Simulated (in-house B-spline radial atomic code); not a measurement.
Ga7+: [Ne] 3s2 (3p1/2)2 (3p3/2)3 (3d3/2)3 (3d5/2)3 (7f5/2)1 (an excited or competing configuration)

All numbers are computed (Dirac-Hartree-Fock, average of the jj configuration; Fermi nucleus of rms radius 3.9973 fm) with a B-spline radial code for spherical atoms, not measured.

Z_r = [3n² - l(l+1)]/(2<r>); Z_e = n√(-2ε); the last column is Slater's effective charge. Values are occupation-weighted means over j.

```
shell  electrons   ε (eV)  <r> (bohr)    Z_r    Z_e  Slater
   1s          2   -10639     0.04858  30.88  27.96   30.70
   2s          2  -1532.5      0.2164  27.73  21.23   26.85
   2p          6  -1354.4      0.1903  26.27  19.95   26.85
   3s          2   -346.9       0.619  21.81  15.15   20.10
   3p          5  -291.71      0.6289  19.88  13.89   20.10
   3d          6  -202.79      0.6285  16.71  11.58   12.25
   7f          1  -18.269       8.154   8.28   8.11    8.00
```

The least bound orbital is 7f5/2 at -18.27 eV, and it is also the most diffuse (<r> = 8.154 bohr).

For the 1s electron the small component carries 1.26 % of the norm, the zero-frequency Breit interaction raises the level by 14.65 eV, self-energy by 7.525 eV, and vacuum polarisation lowers it by 0.7115 eV.
